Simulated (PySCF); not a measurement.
**Electronic structure of F²⁺ (fluorine, charge +2) at the UHF level**

Configuration: [He] 2s2 2p3, high-spin 4S determinant. All numbers are calculated (PySCF 2.14, the spin-free X2C one-electron Hamiltonian (Gaussian nucleus), in jorge-DZP-DKH (4s2p1d, 15 functions)).

```json
{
  "Total energy": "-97.675739 hartree",
  "One-electron energy": "-126.1248 hartree",
  "Hartree (Coulomb) energy": "37.6502 hartree",
  "Exchange energy": "-9.2011 hartree",
  "⟨S²⟩": "3.7536",
  "⟨L²⟩": "0.000",
  "Sum of ⟨r⟩": "4.853 bohr",
  "Sum of ⟨r²⟩": "5.043 bohr²",
  "Langevin diamagnetic susceptibility": "-3.99 ×10⁻⁶ cm³/mol",
  "Time after the integrals": "0.03 s of wall time on 1 thread of Neoverse-V2 (shared host)"
}
```

```tsv
shell	electrons	mean orbital energy (hartree)	rms radius, mean of both spins (bohr)
1s α	1	-28.23712	0.203
1s β	1	-28.06365	0.203
2s α	1	-3.25012	1.02
2s β	1	-2.61136	1.02
2p α	3	-2.35482	0.981
```
